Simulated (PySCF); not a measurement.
## SbCl₄⁺: tetrahedral to square-planar path

Method: PySCF, B3LYP, basis Sb def2-SVP with ECP28, Cl def2-SVP (scalar-relativistic core potentials, no spin–orbit coupling, density fitting).

Rigid scan from the singlet minimum (Sb–Cl 2.296 Å (×4); Cl–Sb–Cl 109.5° (×6)). Coordinate: D2d path, angle between each bond and the S4 axis (54.74 tetrahedral, 90 square planar), bonds fixed. Energies in kJ/mol from the minimum.

| angle of the bonds to the S4 axis (°) | E (kJ/mol) |
| --- | --- |
| 45.0 | 50.5 |
| 50.0 | 10.5 |
| 54.7 | 0.0 |
| 60.0 | 10.5 |
| 66.0 | 42.3 |
| 72.0 | 86.1 |
| 78.0 | 132.0 |
| 84.0 | 167.9 |
| 90.0 | 181.8 |

With the bonds held, the square planar shape lies 181.8 kJ/mol from the minimum.

Other isomers or separated fragments may lie lower.
